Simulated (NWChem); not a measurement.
The numbers come from NWChem runs, not from measurements. System: C3H3N2, charge 0, spin multiplicity 2, at a geometry optimised with UPBE0/def2-SVP. The structure started from a generated list of species. Its SCF solution wasn't tested for a lower state. Level: G0W0@UPBE0/def2-TZVP, RI basis def2-tzvp-rifit.

Job file:

```
start mol
memory heap 200 mb stack 700 mb global 1700 mb
geometry units angstroms nocenter noautoz
  C     -0.314724     1.137729     0.000000
  C      0.996808     0.728379     0.000000
  C      0.859786    -0.681707     0.000000
  N     -0.408722    -1.071967     0.000000
  N     -1.116169     0.065998     0.000000
  H      1.899085     1.333366     0.000000
  H      1.650995    -1.432205     0.000000
  H     -2.127066     0.034218     0.000000
  symmetry group Cs
end
basis spherical
  * library def2-tzvp
end
basis "ri basis" bse spherical
  * library def2-tzvp-rifit
end
dft
  xc pbe0
  odft
  mult 2
  iterations 100
  direct
  tolerances tight
end
task dft energy
gw
  method cdgw
  states alpha occ 4 vir 2
  states beta occ 4 vir 2
end
task dft gw
```

Output (cleaned and shortened):

```
             Northwest Computational Chemistry Package (NWChem) 7.3.0
             --------------------------------------------------------

                                NWChem Input Module
                                -------------------

 Scaling coordinates for geometry "geometry" by  1.889725989
 (inverse scale =  0.529177249)

 Turning off AUTOSYM since
 SYMMETRY directive was detected!

                             Geometry "geometry" -> ""
                             -------------------------

 Output coordinates in angstroms (scale by  1.889725989 to convert to a.u.)

  No.       Tag          Charge          X              Y              Z
 ---- ---------------- ---------- -------------- -------------- --------------
    1 C                    6.0000    -0.31472400     1.13772900     0.00000000
    2 C                    6.0000     0.99680800     0.72837900     0.00000000
    3 C                    6.0000     0.85978600    -0.68170700     0.00000000
    4 N                    7.0000    -0.40872200    -1.07196700     0.00000000
    5 N                    7.0000    -1.11616900     0.06599800     0.00000000
    6 H                    1.0000     1.89908500     1.33336600     0.00000000
    7 H                    1.0000     1.65099500    -1.43220500     0.00000000
    8 H                    1.0000    -2.12706600     0.03421800     0.00000000

 Effective nuclear repulsion energy (a.u.)     154.8385646709

            Nuclear Dipole moment (a.u.)
            ----------------------------
        X                 Y               Z
 ---------------- ---------------- ----------------
    -0.0000056692     0.0000037795     0.0000000000

      Symmetry information
      --------------------

 Group name             Cs
 Group number              2
 Group order               2
 No. of unique centers     8

      Symmetry unique atoms

     1    2    3    4    5    6    7    8


 Summary of "ao basis" -> "" (spherical)
 ------------------------------------------------------------------------------
       Tag                 Description            Shells   Functions and Types
[...]
     0   0 0 0     -0.000000    -18.000000    -17.000000     35.000000

     1   1 0 0     -0.225101      0.305697     -0.530792     -0.000006
     1   0 1 0      0.454379     -1.049459      1.503835      0.000004
     1   0 0 1     -0.000000     -0.000000     -0.000000      0.000000

     2   2 0 0    -15.446069    -65.163809    -63.622066    113.339805
     2   1 1 0     -1.157439     -1.531824     -4.401187      4.775573
     2   1 0 1      0.000000      0.000000      0.000000      0.000000
     2   0 2 0    -23.122165    -62.015313    -52.678425     91.571573
     2   0 1 1     -0.000000     -0.000000      0.000000      0.000000
     2   0 0 2    -23.173162    -11.933190    -11.239972      0.000000

 Task  times  cpu:      165.1s     wall:      165.1s

                                NWChem Input Module
                                -------------------

                                 NWChem GW Module
                                 ----------------

                             ***********************
                             ***        GW       ***
                             ***********************

 Summary of "ri basis" -> "ri basis" (spherical)
 ------------------------------------------------------------------------------
       Tag                 Description            Shells   Functions and Types
 ---------------- ------------------------------  ------  ---------------------
 C                      def2-tzvp-rifit             22       76   8s6p4d3f1g
 N                      def2-tzvp-rifit             22       76   8s6p4d3f1g
 H                      def2-tzvp-rifit              7       15   4s2p1d

                 Memory Information
                 ------------------
          Available GA per process is          1699.5 MBs
          Available stack per process is        700.0 MBs
          Available heap per process is           0.0 MBs

          Peak memory in Initialization
              Peak GA per process is                 23.7 MBs
              Peak stack per process is               0.4 MBs
              Peak heap per process is               23.9 MBs
              Memory not in MA per process            0.0 MBs

          Peak memory in CDGW Calculation
              Peak GA per process is                 26.3 MBs
              Peak stack per process is               2.8 MBs
              Peak heap per process is                4.8 MBs
              Memory not in MA per process            0.0 MBs

          Computing 2-center integrals
          Computing Inverse Cholesky factor
          Computing 3-center integrals
          Computing Vxc

          Computing Sigma_x
          Computing W(iw) on the imaginary grid
          Solving quasiparticle equations

                  Alpha Orbitals
          State     Energy (eV)     Error (eV)
          -----------------------------------
@GW        15        -11.164           0.005
@GW        16        -10.273           0.002
@GW        17         -9.764           0.004
@GW        18         -9.517           0.002
@GW        19          2.410           0.002
@GW        20          2.793           0.003

                   Beta Orbitals
          State     Energy (eV)     Error (eV)
          -----------------------------------
@GW        14        -14.284           0.003
@GW        15        -10.566           0.005
@GW        16         -9.762           0.004
@GW        17         -9.274           0.002
@GW        18         -1.447           0.005
@GW        19          2.724           0.002

     GW Timing Statistics
   ------------------------
   Init.   :          0.2s
     ERIs  :          4.8s
     Distr.:          0.1s
     Vxc   :         14.1s
   Vmo     :          0.0s
   iW      :         15.0s
   I_n     :          0.0s
   R_n     :          2.9s
   GW total:         37.2s

 Task  times  cpu:       37.2s     wall:       37.2s

 Total times  cpu:      202.3s     wall:      202.3s
```
